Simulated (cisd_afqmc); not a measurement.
Input (AFQMC/CISD/cc-pVTZ; cisd_afqmc is a phaseless AFQMC code with CISD trial states that reads the integrals written by Ansatz):

Ansatz 0.2 input:
```python
import cisd_afqmc

open("ham.yaml", "w").write("""\
crystal:
  periodic: [false, false, false]
  atoms:
    - {symbol: C, position_ang: [1.96236455, 0.11224036, 0.12889481]}
    - {symbol: C, position_ang: [0.80736687, -0.21393964, 0.13109399]}
    - {symbol: C, position_ang: [-0.60332029, -0.58016300, 0.12412699]}
    - {symbol: C, position_ang: [-1.51845869, 0.57648737, -0.29881012]}
    - {symbol: H, position_ang: [2.98595752, 0.39505457, 0.12882334]}
    - {symbol: H, position_ang: [-0.88485476, -0.92897461, 1.12199712]}
    - {symbol: H, position_ang: [-0.74641033, -1.43047056, -0.54905819]}
    - {symbol: H, position_ang: [-2.56151238, 0.25694665, -0.28932905]}
    - {symbol: H, position_ang: [-1.27067251, 0.91709687, -1.30433176]}
    - {symbol: H, position_ang: [-1.41022222, 1.42259654, 0.38006449]}
basis:
  gaussian:
    orbitals: cc-pVTZ
magnetization: {spin_polarized: false}
correlation: {method: ccsd, electrons: outside_noble_gas, hamiltonian_folder: ham}
""")
rep = cisd_afqmc.ansatz("ham.yaml")
e_ccsd = rep["correlation"]["coupled_cluster"]["energy"]["hartree"]
out = cisd_afqmc.run("ham", e_ccsd, trial="CISD", walkers=1000, populations=1, threads=12, dt=0.005, steps=40, early=24, settle=10, least=100,
    cut=5e-5, rank_cut=2e-4, target=0.0004, seconds=1500, seed=4, memory=62639, gpu=True)
```

Output:

```
orbitals 200, occupied [11], factors 1047 of 1144, rank of the doubles 598 of 2079
E(HF) = -154.956214
E(CCSD) on the cut factors = -155.643130, shift to the whole factors -0.000011
Energy of the trial state on the determinant = -155.643102
  tau behind 7.2 of longer steps, mean of the populations' last blocks
   2.0  -155.67435
   4.0  -155.67446
   6.0  -155.67578
   8.0  -155.67645
  10.0  -155.67678
  12.0  -155.67254
  14.0  -155.67315
  16.0  -155.67313
  18.0  -155.67460
  20.0  -155.67563
  22.0  -155.67484
  24.0  -155.67479
  26.0  -155.67629
blocks 128 (0 outliers left out), error by blocks joined: 1: 0.00022, 2: 0.00026, 4: 0.00031, 8: 0.00039
E(AFQMC/CISD) = -155.67497 +/- 0.00039
```

The error still grows at the longest joins of blocks, or few joins were possible, so the printed bar may be too narrow.
